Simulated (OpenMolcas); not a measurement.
Ir3+: moving or changing the point charges

Ir3+ among 3 point charges of -1 e arranged as a planar triangle (D3h), 2.03 Å from the ion.

* Program: OpenMolcas
* Method: SS-CASPT2, IPEA 0.25 Eh, imaginary shift 0.1 Eh (closed shells correlated: 4f 5s 5p)
* Basis: ANO-RCC-VTZP [8s7p5d3f1g]
* Scalar Hamiltonian: DKH2, point nucleus
* Active space: 6 electrons in 5 orbitals (5d)
* State averaging: 2S+1 = 5 even, 5 roots; 2S+1 = 3 even, 45 roots; 2S+1 = 1 even, 50 roots
* Spin-orbit coupling: RASSI with atomic mean-field integrals over the reference wave functions

Runs around this geometry, states (labels of D3, the rotations of D3h). Energies in cm-1 above the lowest state or level, χT in cm3 K/mol.

| R (Å) | q (e) | Ground state | First state of that spin | First gap with spin-orbit (degeneracies) | χT at 300 K | First state of another spin |
| --- | --- | --- | --- | --- | --- | --- |
| 2.03 | -0.5 | 5A1 | 5E 220 | 110 (1, 2) | 4.866 | 3E 16220 |
| 1.85 | -1 | 5A1 | 5E 1650 | 280 (1, 2) | 4.156 | 3E 15840 |
| 2.03 | -1 | 5A1 | 5E 1200 | 210 (1, 2) | 4.425 | 3E 16830 |
| 2.14 | -1 | 5A1 | 5E 1000 | 200 (1, 2) | 4.508 | 3E 16750 |

Taking the first state of the same spin as R^-n, n = -ln(1000 / 1650) / ln(2.14 / 1.85) = 3.4 between the shortest and longest distance.

Roots that are degenerate in the reference are averaged as groups; the widest CASPT2 spread within a group is 140 cm-1 (the 2-fold group of multiplicity 1 near 26900 cm-1 above the lowest state of its run, R = 2.03, q = -0.5). Shifts and gaps below about the spread of the groups concerned are not significant. Point charges give a weaker field than real ligands, and real ions of this kind are as a rule low spin; the high spin found here belongs to the model. Free-ion shares, where given, are those of the reference states; single-state CASPT2 does not remix them. Spin-orbit coupling mixes the spin-free states strongly: the lowest level takes only 46 % from its leading state, 5A1 (figures for R = 2.03, q = -0.5; the like holds for R = 1.85, q = -1, R = 2.03, q = -1, R = 2.14, q = -1). The ground term spreads over less than 5000 cm-1, several times less than with real ligands, so orbital moments are less quenched and χT lies further from the spin-only value than at real sites (holds for R = 2.03, q = -0.5). Point charges carry no covalency, so the field is a model and not that of real ligands. No measured value stands beside these numbers.
